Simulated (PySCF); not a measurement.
```xyz
4
charge 0 multiplicity 5, angstrom
Pt    0.0000    0.0000   -0.2603
S     1.0110    0.0000    1.9971
S    -1.0110    0.0000    1.9971
S     0.0000    0.0000   -2.4016
```

Computed with UPBE0 in PySCF with Pt def2-SVP with ECP60, S def2-SVP; scalar-relativistic core potentials, no spin–orbit coupling; density-fitted integrals.

This geometry of PtS₃ is a stationary point at this level.

Task: What is the point group?

Result: C2v.

Task: Is it a minimum?

Result: No: it has 1 imaginary mode, at 338i cm⁻¹ (b2).

Task: Which band is strongest in the infrared?

Result: 441 cm⁻¹ (a1), 14 km/mol.

Task: What are the dipole moment and the gap between the highest occupied and lowest empty levels of either spin?

Result: 0.69 D and 0.77 eV.

Only a few start shapes were tried, so a lower isomer may exist. Open d and f shells are described by one determinant, and the ground state may have another occupation or spin. Spin–orbit coupling, left out here, can matter for elements this heavy.
